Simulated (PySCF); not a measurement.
# Excitation energy of P by level of theory

P [Ne] 3s2 3p3 (4S) → P [Ne] 3s1 3p4 (4P), as a difference of total energies. Computed with PySCF 2.14 in aug-cc-pwCVTZ, with the non-relativistic Hamiltonian (point nucleus). Correlated levels: valence: [Ne] frozen. The calculations carry no spin-orbit coupling.

Task: Order these methods by the excitation energy they give, lowest first.
A. UHF
B. CCSD(T) (valence)
C. SCS-MP2 (valence)
D. CCSD (valence)

Result: B (7.397 eV), D (7.569 eV), A (7.896 eV), C (8.060 eV).

Errors of the correlated levels include the incompleteness of this basis and the frozen core.

The coupled-cluster amplitudes are large for the upper state (T1 above 0.03 or a double amplitude above 0.15), so a single reference is strained.

For comparison: 7.395 eV (measured; NIST levels, between the centres of gravity of the two terms).
